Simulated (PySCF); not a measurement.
# Potential energy of ZnCl along the bond

Set-up: basis Zn def2-TZVPPD, Cl def2-TZVPPD; no relativity; PySCF 2.14. Energies in eV from Zn + Cl in their ground configurations at the same level. All curves are PBE0. state 1: ²Σ⁺ (doublet), unpaired electrons σ ↑; state 2: quartet, unpaired electrons σ ↑, π ↑↑, a mixture of terms (⟨Lz²⟩ = 2.0), a second solution, started from another occupation.

| R (Å) | state 1 | state 2 |
| --- | --- | --- |
| 1.863 | -1.535 | 5.5408 |
| 1.949 | -2.001 | 4.8750 |
| 2.036 | -2.250 | 4.4124 |
| 2.101 | -2.334 | 4.1615 |
| 2.166 | -2.354 | 3.9723 |
| 2.231 | -2.327 | 3.8310 |
| 2.318 | -2.237 | 3.6992 |
| 2.426 | -2.071 | 3.5996 |
| 2.556 | -1.831 | 3.5428 |
| 2.729 | -1.499 | 3.5278 |

Question: Put a parabola through the three lowest points of the state 1 curve and estimate Re, k and ωe (reduced mass 22.6 u; 1 eV/Å² = 0.16022 mdyn/Å; ωe = 1302.8·√(k/μ) cm⁻¹).

Answer: Through R = 2.101, 2.166, 2.231 Å the second-order coefficient is 5.56 eV/Å², so Re ≈ 2.161 Å, k ≈ 1.78 mdyn/Å and ωe ≈ 366 cm⁻¹. A polynomial fit of higher order to the unrounded PBE0 energies gives Re = 2.158 Å, k = 1.87 mdyn/Å, ωe = 375 cm⁻¹; anharmonicity and rounding make the difference.

The higher-order fit for each curve: state 1: Re = 2.158 Å, ωe = 375 cm⁻¹, De = 2.35 eV; state 2: Re = 2.696 Å, ωe = 123 cm⁻¹, minimum 3.53 eV above the ground-state fragments.

Counting both spins, an empty level lies below a filled one in some of these solutions, because spin and occupation are held. The state was picked by a PBE0 search and need not be the measured ground state.
